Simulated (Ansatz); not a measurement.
`[OH][Al]([F])[Cl]` + CH₃NH₂ → `C[NH][Al]([F])[Cl]` + H₂O  (ligand exchange at the Al–O bond)

Calculated with Ansatz (gas phase, PBE0-D4/def2-TZVP geometries, no zero-point term in ΔE). CCSD(T)/CBS adds triple-zeta CCSD(T) − MP2 to the extrapolated MP2 energy (def2 sets, frozen cores). This one scheme is used for every species. DFT in def2-TZVPP. B3LYP here is the variant with VWN-RPA as its local correlation; programs differ in this. Each species was taken in one conformer, which may not be the lowest.

`[OH][Al]([F])[Cl]`:

```xyz
5

O     0.882    0.940    0.161
Al   -0.142   -0.386    0.189
F     0.037   -1.478    1.392
Cl   -1.621   -0.696   -1.234
H     0.843    1.621   -0.508
```

CH₃NH₂:

Cartesian coordinates in Å:
```
C -0.526 -0.125 0.174
N 0.908 0.012 -0.016
H -1.152 0.401 -0.561
H -0.797 0.244 1.166
H -0.796 -1.183 0.144
H 1.181 0.986 0.019
H 1.182 -0.335 -0.926
```

`C[NH][Al]([F])[Cl]`:

Cartesian coordinates in Å:
```
C 0.355 1.283 -0.071
N -0.139 -0.003 -0.524
Al -0.324 -1.475 0.399
F 0.089 -1.495 1.989
Cl -1.061 -3.209 -0.483
H -0.395 2.074 -0.185
H 0.614 1.231 0.988
H 1.255 1.592 -0.613
H -0.394 0.000 -1.500
```

H₂O:

Cartesian coordinates in Å:
```
O 0.115 0.096 -0.359
H -0.569 -0.530 -0.113
H 0.455 0.434 0.472
```

Task: Is it downhill or uphill in electronic energy at CCSD(T)/CBS, and by how much? (An estimate is asked.)

Result: The calculation gave: Uphill: ΔE = +9.0 kcal/mol.

Task: What do these levels give: LDA (SPW92), PBE0-D4, B3LYP-D4, ωB97M-V, r2SCAN0, CCSD/CBS(def2)? (Best estimate.)

Result: The calculation gave: LDA (SPW92) 8.4, PBE0-D4 8.9, B3LYP-D4 9.5, ωB97M-V 9.6, r2SCAN0 10.1, CCSD/CBS(def2) 9.3 kcal/mol.

Largest T1 diagnostic among the species: 0.011.

Leaving LDA and LC-ωPBE aside and taking each functional with its dispersion term where it has one, the values, not all of them listed here, spread over 1.6 kcal/mol, from revPBE-D4 to B2PLYP. LDA lies −1.2 kcal/mol from PBE without D4. In def2-TZVPP, CCSD(T) changes the Hartree–Fock value by −2.3 kcal/mol (the triples alone add −0.3 kcal/mol) and MP2 by −2.3 kcal/mol.
